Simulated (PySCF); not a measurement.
[Hf(F)4] (charge 0, multiplicity 1)

These are TPSSh-D3(BJ)/def2-TZVP // r2SCAN-D4/def2-SVP in PySCF values and carry that method's errors.

The HOMO is -11.02 eV and the dipole moment comes out as 0.00 D. The HOMO–LUMO gap comes out as 9.89 eV, the LUMO comes out as -1.13 eV and the charge on the central atom (Mulliken) comes out as 1.69 e. The total energy comes out as -447.9055 Ha and the cost is around 110 core-seconds (rough).

```xyz
5

Hf     0.0000     0.0000     0.0000
F      0.8608     1.6807     0.2703
F     -1.3160    -0.2656     1.3552
F     -0.8390    -0.0165    -1.7131
F      1.2943    -1.3986     0.0877
```
